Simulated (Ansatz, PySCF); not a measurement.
Reaction (SMILES): CC (C2H6) → 2 [CH3] (CH3) (the C-C bond at the site shown breaks; other sites are not compared here)
Structures are relaxed separately at B3LYP-D3(BJ)/def2-TZVP in Ansatz (an electronic-structure program).

Quantity: bond dissociation energy (enthalpy at 298 K, with B3LYP-D3(BJ) rigid-rotor harmonic-oscillator terms from PySCF), in kcal/mol. Correlated levels leave the core frozen unless marked. UHF or UKS for open shells. Spin-orbit coupling is left out. No relativistic terms. CBS marks a two-point X^-3 extrapolation of the correlation energy; Hartree-Fock from the larger set. The bracket is a focal-point correction in the basis named.

From measured enthalpies of formation at 298 K: 90.0 kcal/mol (CC (C2H6) -20.0, ATcT 1.112; [CH3] (CH3) 35.0, ATcT 1.112). It holds spin-orbit effects, which the calculations lack, and core correlation, which the frozen-core levels lack.

```
level                                                                 program  bond dissociation energy (kcal/mol)  error against measurement
-------------------------------------------------------------  --------------  -----------------------------------  -------------------------
HF/aug-cc-pVTZ                                                         Ansatz                                 58.3                      -31.7
HF-D3(BJ)/def2-TZVPD                                            PySCF + dftd3                                 65.4                      -24.6
M06-L/def2-TZVPD                                                        PySCF                                 90.0                        0.0
B3LYP-D4/def2-TZVPD                                            Ansatz + dftd4                                 86.2                       -3.8
PBE0/def2-TZVPD                                                        Ansatz                                 88.2                       -1.8
r2SCAN0/def2-TZVPD                                                     Ansatz                                 81.6                       -8.4
MN15-D3(BJ)/def2-TZVPD                                          PySCF + dftd3                                 90.3                        0.3
B2GP-PLYP-D4/def2-TZVPD                                        Ansatz + dftd4                                 87.9                       -2.1
MP2/cc-pVDZ                                                            Ansatz                                 90.8                        0.8
RI-MP2/aug-cc-pVTZ                                                     Ansatz                                 92.4                        2.4
RI-MP2/def2-TZVPPD                                                     Ansatz                                 92.1                        2.1
SCS-MP2/6-31G*                                                         Ansatz                                 90.1                        0.1
SCS-MP2/cc-pVDZ                                                        Ansatz                                 89.6                       -0.4
SCS-MP2/aug-cc-pVTZ                                                    Ansatz                                 91.3                        1.3
RI-MP2/CBS(def2-TZVPPD,def2-QZVPPD)+[CCSD(T)-MP2]/def2-TZVPPD          Ansatz                                 90.1                        0.1
```
